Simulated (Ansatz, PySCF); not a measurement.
C3H6OS, SMILES S1CO[C@H]1C.

Geometry optimised at PBE0-D3(BJ)/def2-SVP. The structure was generated by enumeration; whether it is a known compound was not checked.

Vertical ionisation energy (IE) and electron affinity (EA) in eV. Rows of orbital energies are one-electron estimates. Where ΔSCF, EOM or ADC give a negative EA the extra electron is unbound and the value depends on the basis.

```json
[
 {"level": "−ε(HOMO), −ε(LUMO), r2SCAN/def2-TZVP (PySCF)", "IE": "5.53", "EA": "1.21"},
 {"level": "−ε(HOMO), −ε(LUMO), PBE/def2-TZVP (PySCF)", "IE": "5.30", "EA": "1.42"},
 {"level": "ΔSCF, CAM-B3LYP/def2-SVPD (Ansatz), final states of multiplicity 2 and 2", "IE": "8.98", "EA": "-1.09"},
 {"level": "ΔSCF, PBE/def2-SVPD (Ansatz), final states of multiplicity 2 and 2", "IE": "8.53", "EA": "-0.87"}
]
```

### Question
What vertical singlet–triplet gap does ΔSCF give with CAM-B3LYP/def2-SVPD (Ansatz, a program for electronic structure) and with PBE/def2-SVPD (Ansatz)? (The exact figures need the calculation; the answer reports its results.)

### Answer
4.02 and 3.72 eV (triplet above singlet where positive).
